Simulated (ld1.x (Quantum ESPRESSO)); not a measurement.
## Building the TM potential for rhodium (PBE, scalar-relativistic).

| Quantity | Value |
| --- | --- |
| Element | rhodium |
| Generator | ld1.x (Quantum ESPRESSO) 7.5 |
| Type | norm-conserving Troullier–Martins (Kleinman–Bylander form) |
| Functional | PBE |
| Relativity | scalar-relativistic |
| Frozen core | [Kr] |
| Valence charge | 9 |
| Reference configuration | 4d8 5s0 5p0 (charge +1) |
| Partial waves | 5p (bound, empty): rc 3.15 bohr; 4d (bound): rc 2.00 bohr; 5s (bound, empty): rc 2.05 bohr |
| Local potential | the s channel |
| Core correction | a·sin(br)/r model core inside 1.00 bohr |

Q: Estimate the cutoffs (Ry, on a coarse ladder) from which the occupation-weighted sum of valence levels, in a spherical-Bessel basis at the reference potential, stays within 10 and 1 mRy of its value at 400 Ry.

A: 50 Ry and 60 Ry.

Q: What does a ghost test show?

A: No extra level below or beside the all-electron valence levels (p, d, s, f tested).

Q: Tests: 4d8 5s1 5p0; 4d7 5s0 5p0; 4d6 5s0 5p0; 4d5 5s0 5p0; 4d9 5s0 5p0; 4d7 5s2 5p0; 4d7 5s1 5p1. Which has the largest error in its energy relative to the reference configuration, and how large is it?

A: 4d5 5s0 5p0, with -1922 meV (all-electron minus pseudo) on +98.96 eV.
